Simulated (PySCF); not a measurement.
**input.py for SrC⁻**

The script input.py:

```python
from pyscf import gto, scf, mp

mol = gto.M(
    atom='Sr 0 0 0; C 0 0 2.268',
    basis='ano-rcc-vdzp',
    charge=-1,
    spin=1,
    verbose=4,
)
mf = scf.UHF(mol)
mf = mf.sfx2c1e()
mf.kernel()
mp.MP2(mf, frozen=10).kernel()
mf.dip_moment()
print('orbital energies (hartree):', [e[max(0, n-3):n+3].round(4) for e, n in zip(mf.mo_energy, mol.nelec)])
```

```bash
$ OMP_NUM_THREADS=1 python input.py
```

The log (some set-up lines and the per-cycle HOMO/LUMO lines with their warnings removed):

```
PySCF version 2.14.0

[INPUT] Symbol           X                Y                Z      unit          X                Y                Z       unit  Magmom
[INPUT]  1 Sr     0.000000000000   0.000000000000   0.000000000000 AA    0.000000000000   0.000000000000   0.000000000000 Bohr   0.0
[INPUT]  2 C      0.000000000000   0.000000000000   2.268000000000 AA    0.000000000000   0.000000000000   4.285898850514 Bohr   0.0

nuclear repulsion = 53.1977090342857
number of shells = 6
number of NR pGTOs = 201
number of NR cGTOs = 45
basis = ano-rcc-vdzp
ecp = {}

******** <class 'pyscf.x2c.sfx2c1e.sfX2C1eUHF'> ********
method = sfX2C1eUHF
initial guess = minao
damping factor = 0
level_shift factor = 0
DIIS = <class 'pyscf.scf.diis.CDIIS'>
SCF conv_tol = 1e-09
SCF max_cycles = 50
number electrons alpha = 23  beta = 22

******** <class 'pyscf.x2c.sfx2c1e.SpinFreeX2CHelper'> ********
approx = 1e
xuncontract = 1
init E= -3214.81467047165

cycle= 1 E= -3214.84508884362  delta_E= -0.0304  |g|= 0.215  |ddm|= 1.58
cycle= 2 E= -3214.87621550593  delta_E= -0.0311  |g|= 0.223  |ddm|= 0.853
cycle= 3 E= -3214.91765502835  delta_E= -0.0414  |g|= 0.0492  |ddm|= 0.301
cycle= 4 E= -3214.92674729048  delta_E= -0.00909  |g|= 0.0171  |ddm|= 0.251
cycle= 5 E= -3214.92844675332  delta_E= -0.0017  |g|= 0.00681  |ddm|= 0.137
cycle= 6 E= -3214.92869520193  delta_E= -0.000248  |g|= 0.00279  |ddm|= 0.0603
cycle= 7 E= -3214.92873316431  delta_E= -3.8e-05  |g|= 0.00143  |ddm|= 0.0252
cycle= 8 E= -3214.92874178738  delta_E= -8.62e-06  |g|= 0.000793  |ddm|= 0.0114
cycle= 9 E= -3214.92874423551  delta_E= -2.45e-06  |g|= 0.00053  |ddm|= 0.00363
cycle= 10 E= -3214.92874597575  delta_E= -1.74e-06  |g|= 0.000313  |ddm|= 0.00402
cycle= 11 E= -3214.92874695952  delta_E= -9.84e-07  |g|= 0.000141  |ddm|= 0.00439
cycle= 12 E= -3214.9287471864  delta_E= -2.27e-07  |g|= 5.68e-05  |ddm|= 0.00232
cycle= 13 E= -3214.92874721707  delta_E= -3.07e-08  |g|= 2.39e-05  |ddm|= 0.000822
cycle= 14 E= -3214.92874722216  delta_E= -5.09e-09  |g|= 1.43e-05  |ddm|= 0.00031
cycle= 15 E= -3214.92874722462  delta_E= -2.45e-09  |g|= 8.25e-06  |ddm|= 0.0003
cycle= 16 E= -3214.92874722546  delta_E= -8.43e-10  |g|= 5.6e-06  |ddm|= 0.000182
Extra cycle  E= -3214.92874722566  delta_E= -1.98e-10  |g|= 4.58e-06  |ddm|= 5.35e-05
converged SCF energy = -3214.92874722566  <S^2> = 0.76378123  2S+1 = 2.0137341

******** <class 'pyscf.mp.ump2.UMP2'> ********
nocc = (np.int64(13), np.int64(12)), nmo = (35, 35)
frozen orbitals 10
E(UMP2) = -3215.18591611743  E_corr = -0.25716889176913
E(SCS-UMP2) = -3215.17621211098  E_corr = -0.247464885321762
E_corr(same-spin) = -0.0705435978475313
E_corr(oppo-spin) = -0.186625293921599
Dipole moment(X, Y, Z, Debye): -0.00000,  0.00000,  0.16873
orbital energies (hartree): [array([-0.1924, -0.1245, -0.0085,  0.193 ,  0.1998,  0.2153]), array([-0.4359, -0.0905, -0.0082,  0.1831,  0.2018,  0.2196])]
```

In short: E(SCF) = -3214.928747 Eh, E(MP2) − E(SCF) = -0.25717 Eh, ⟨S²⟩ = 0.764.

Run time: 4.1 s on 1 thread of Arm Neoverse V1 (shared host), peak memory 0.14 GiB.

At this level a UHF run with spin=3 ends 2.57 eV lower; the true order of the states can differ. The basis has no diffuse functions, which an anion needs. The bond length is a typed value, not an optimised one. The dipole of an ion depends on the origin. No search for the lowest solution was made.
